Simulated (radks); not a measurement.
Problem. Tc2+, 41 electrons, occupied as [Kr] 4d5. All-electron calculation, Dirac Kohn-Sham, PBEsol, spin-unpolarised, spherical densities, finite nucleus; open shells fill j = l - 1/2 first; Fermi nuclear charge, rms radius 4.4112 fm. Program: a radial shooting solver on a logarithmic mesh with Libxc functionals. Some entries of the table are withheld. Estimate them.

orbital  occ.  eigenvalue (eV)  <1/r> (bohr^-1)
1s1/2       2        -20860.94            44.69
2s1/2       2        -2989.517              (1)
2p1/2       2        -2758.499            10.18
2p3/2       4        -2640.355            9.665
3s1/2       2        -533.7379            3.505
3p1/2       2        -444.9541            3.406
3p3/2       4        -425.1923            3.283
3d3/2       4        -267.9636            3.101
3d5/2       6        -264.1636            3.069
4s1/2       2         -89.3753            1.297
4p1/2       2         -63.4297              (2)
4p3/2       4         -60.4727              (3)
4d3/2       4         -22.5962           0.8271
4d5/2       1         -22.2880           0.8184

Solution. 
(1) 2s1/2 <1/r> (bohr^-1): 10.20
(2) 4p1/2 <1/r> (bohr^-1): 1.177
(3) 4p3/2 <1/r> (bohr^-1): 1.140
